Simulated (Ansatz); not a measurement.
Basis sets compared for Cu(AsH3)(N(SiH3)2) (CuSi2AsNH9). Charge 0, multiplicity 1. Geometry r2SCAN-D4/def2-SVP. Ansatz on 4 threads of Arm Neoverse V1 on a shared host; times are rough, and most runs start from earlier orbitals.

Cartesian coordinates in Å:
```
Cu 0.268 -0.327 -0.811
As 0.953 -1.104 -2.792
H 1.026 -0.165 -3.973
H 0.210 -2.222 -3.487
H 2.338 -1.690 -2.927
N -0.281 0.319 0.815
Si 0.282 -0.532 2.204
Si -1.305 1.706 0.780
H 1.091 0.321 3.142
H 1.167 -1.669 1.778
H -0.823 -1.130 3.031
H -2.659 1.469 1.389
H -1.539 2.127 -0.644
H -0.727 2.896 1.495
```

Binding counts from free atoms (Cu doublet, As quartet, H doublet, N quartet, Si triplet) in the same basis, without a counterpoise term.

```csv
level,functions,energy (Eh),HOMO (eV),LUMO (eV),binding per atom (eV),wall time
PBE-D4/def2-SVP,158,-4513.8894,-4.81,-1.54,2.95,2.4 s
PBE-D4/def2-TZVP,252,-4514.6947,-5.04,-1.75,2.93,4 s
r2SCAN-D4/def2-TZVP,252,-4515.5439,-5.23,-1.56,2.94,8.5 s
PBE0-D4/def2-SVP,158,-4514.0279,-6.00,-0.74,2.89,3.6 s
PBE0-D4/def2-TZVP,252,-4514.8194,-6.18,-0.94,2.88,8.5 s
```

Question: Estimate the rows for PBE-D4/def2-TZVPD, r2SCAN-D4/def2-TZVPD, PBE0-D4/def2-TZVPD.

Answer: 
| level | functions | energy (Eh) | HOMO (eV) | LUMO (eV) | binding per atom (eV) | wall time |
| --- | --- | --- | --- | --- | --- | --- |
| PBE-D4/def2-TZVPD | 306 | -4514.6976 | -5.09 | -1.87 | 2.93 | 6.5 s |
| r2SCAN-D4/def2-TZVPD | 306 | -4515.5462 | -5.26 | -1.65 | 2.95 | 12 s |
| PBE0-D4/def2-TZVPD | 306 | -4514.8218 | -6.22 | -1.10 | 2.89 | 12 s |
